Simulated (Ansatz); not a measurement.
Ansatz (a quantum-chemistry and plane-wave program) input (CCSD(T)/aug-cc-pV(D+d)Z):
A basis named .json is the Basis Set Exchange file of that set.

Ansatz 0.2 input:
```yaml
crystal:
  periodic: [false, false, false]
  atoms:
    - {symbol: C, position_ang: [-2.29081476, -0.08628210, -0.96163908]}
    - {symbol: Si, position_ang: [-0.97741979, 0.58020868, 0.21066367]}
    - {symbol: C, position_ang: [-1.52697990, 0.37662421, 1.99430863]}
    - {symbol: C, position_ang: [-0.64864524, 2.39363550, -0.17261235]}
    - {symbol: B, position_ang: [0.73348199, -0.44593261, -0.12499657]}
    - {symbol: Cl, position_ang: [1.54341857, -1.38008815, 1.12537374]}
    - {symbol: Cl, position_ang: [1.46794053, -0.42279217, -1.72632610]}
    - {symbol: H, position_ang: [-1.96810821, 0.00001704, -2.00079443]}
    - {symbol: H, position_ang: [-2.50753998, -1.13783258, -0.76306589]}
    - {symbol: H, position_ang: [-3.22240025, 0.47399845, -0.84933071]}
    - {symbol: H, position_ang: [-0.76747859, 0.74696734, 2.68570597]}
    - {symbol: H, position_ang: [-2.45097945, 0.92871098, 2.18217830]}
    - {symbol: H, position_ang: [-1.70782919, -0.67310043, 2.23388795]}
    - {symbol: H, position_ang: [0.10820660, 2.81232964, 0.49374346]}
    - {symbol: H, position_ang: [-1.56227912, 2.98102563, -0.05167860]}
    - {symbol: H, position_ang: [-0.29958992, 2.51972517, -1.19910767]}
basis:
  gaussian:
    orbitals: aug-cc-pV_D+d_Z.json
total_charge: -1
magnetization: {spin_polarized: true, initial_magnetization: 1}
correlation: {method: ccsd_t, electrons: outside_noble_gas}
```

Output:

```
Functional definition: HF
integrals: 3.96 GiB planned
2645 factors; integrals over basis functions are off by at most 1.2e-3 eV
1.73 GiB of device memory are held for the factors and their scratch space
mean field: 2.44 GiB planned
mean field evaluation 1: about -36772.3059 eV, gradient 2.9e1 eV
mean field evaluation 2: about -36772.3074 eV, gradient 2.9e1 eV
mean field evaluation 4: about -36778.1894 eV, gradient 3.4e0 eV
mean field evaluation 8: about -36778.3541 eV, gradient 1.0e-1 eV
mean field evaluation 16: about -36777.1713 eV, gradient 1.3e1 eV
mean field evaluation 32: about -36778.3553 eV, gradient 4.5e-4 eV
mean field evaluation 64: about -36778.0352 eV, gradient 8.6e-1 eV
mean field evaluation 96: about -36778.3553 eV, gradient 2.1e-4 eV
mean field evaluation 128: about -36777.4456 eV, gradient 1.4e0 eV
mean field evaluation 160: about -36778.3527 eV, gradient 1.2e-1 eV
mean field evaluation 192: about -36778.3451 eV, gradient 4.4e-1 eV
mean field evaluation 224: about -36778.0944 eV, gradient 1.4e0 eV
mean field evaluation 256: about -36778.0285 eV, gradient 2.4e-1 eV
mean field evaluation 288: about -36778.0245 eV, gradient 2.2e-1 eV
mean field evaluation 320: about -36777.9130 eV, gradient 8.3e-3 eV
mean field evaluation 352: about -36777.9234 eV, gradient 2.5e-3 eV
mean field evaluation 384: about -36778.1170 eV, gradient 2.0e0 eV
mean field evaluation 416: about -36778.0093 eV, gradient 2.7e-1 eV
mean field evaluation 448: about -36778.0126 eV, gradient 2.1e-1 eV
mean field evaluation 480: about -36778.3536 eV, gradient 3.7e-2 eV
mean field -36778.66395631 eV, -1351.5909709206 hartree, gradient 2.6e-6 eV, S^2 0.766419; 8 other end points of the search recorded, 0 dependent functions left out
determinant -36778.66395631 eV, -1351.5909709206 hartree, with singles and doubles -36807.24227699 eV, -1352.6412048344 hartree
determinant -36778.35526589 eV, -1351.5796267570 hartree, with singles and doubles -36806.66883517 eV, -1352.6201312365 hartree
19 core orbitals not correlated
reference -36778.66395631 eV, -1351.5909709206 hartree; 22, 21 occupied and 228, 229 virtual orbitals, 2645 factors
second order -26.17041373 eV of doubles, -0.00000000 eV of singles
coupled cluster: 29.76 GiB planned
cycle   1  -28.49757208 eV  change   -7.8e-1 eV  update   4.2e-2
cycle   2  -28.54758539 eV  change   -5.0e-2 eV  update   1.1e-2
cycle   3  -28.55409958 eV  change   -6.5e-3 eV  update   1.0e-2
cycle   4  -28.55657977 eV  change   -2.5e-3 eV  update   6.6e-3
cycle   5  -28.55713152 eV  change   -5.5e-4 eV  update   5.0e-3
cycle   6  -28.55769233 eV  change   -5.6e-4 eV  update   3.0e-3
cycle   7  -28.55792872 eV  change   -2.4e-4 eV  update   1.2e-3
cycle   8  -28.55811823 eV  change   -1.9e-4 eV  update   5.3e-4
cycle   9  -28.55805772 eV  change    6.1e-5 eV  update   2.8e-4
cycle  10  -28.55800277 eV  change    5.5e-5 eV  update   1.4e-4
cycle  11  -28.55799629 eV  change    6.5e-6 eV  update   8.3e-5
cycle  12  -28.55801291 eV  change   -1.7e-5 eV  update   4.7e-5
perturbative correction -1.00459570 eV, -0.0369182111 hartree
Total energy: -36808.22656492 eV, -1352.6773767489 hartree
```

This state (charge -1, doublet) is run at the relaxed geometry of the species with charge 0 and multiplicity 1.
